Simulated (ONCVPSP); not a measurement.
# Plane-wave convergence, ONCV potential for Mn (Z = 25)

| Quantity | Value |
| --- | --- |
| Element | manganese |
| Generator | ONCVPSP 4.0.1 |
| Type | optimised norm-conserving Vanderbilt (ONCV) |
| Functional | PBE |
| Relativity | fully relativistic |
| Frozen core | [Ne] 3s2 |
| Valence charge | 13 |
| Reference configuration | 3p6 3d5 4s1.75 (charge +0.25) |
| Partial waves | 4s: rc 2.65 bohr, ncon 3, nbas 7, qcut 2.3 1/bohr, 2 projectors, debl 1.9 Ha; 3p: rc 0.85 bohr, ncon 3, nbas 7, qcut 11 1/bohr, 2 projectors, debl 2.4 Ha; 3d: rc 0.95 bohr, ncon 4, nbas 7, qcut 8.7 1/bohr, 1 projector |
| Local potential | polynomial inside 0.85 bohr (lpopt 5, dvloc0 0 Ha) |
| Core correction | Teter function, fcfact 4, rcfact 1.35 |

Open shells are filled in proportion to 2j + 1.

Task: For each optimised wave give the share of its norm inside rc, the residual kinetic energy above qcut (Ha) and the cutoffs (Ha) for errors of 10, 1, 0.1 and 0.01 mHa per electron.

Result:

```csv
wave,norm inside rc,residual KE,10 mHa,1 mHa,0.1 mHa,0.01 mHa
4s,0.428,1.5e-03,1.4,3.0,18.1,33.2
s projector 2,0.169,1.2e-01,7.0,23.7,33.9,60.6
3p j=3/2,0.490,1.5e-04,21.5,46.5,67.4,235.4
p projector 2 j=3/2,0.055,3.0e-05,17.8,25.0,52.2,103.8
3p j=1/2,0.500,1.5e-04,21.9,46.0,68.3,236.8
p projector 2 j=1/2,0.055,2.9e-05,18.1,25.4,52.1,98.7
3d j=5/2,0.436,1.3e-01,152.6,189.9,250.1,not reached
3d j=3/2,0.439,1.3e-01,152.9,190.2,250.8,not reached
```

The occupied waves need 190 Ha and 251 Ha for 1 and 0.1 mHa. Note: ghosts flagged at negative energy: s at -99.1 eV; no localised positive-energy state flagged. A true bound ghost makes a file unfit for plane-wave use.
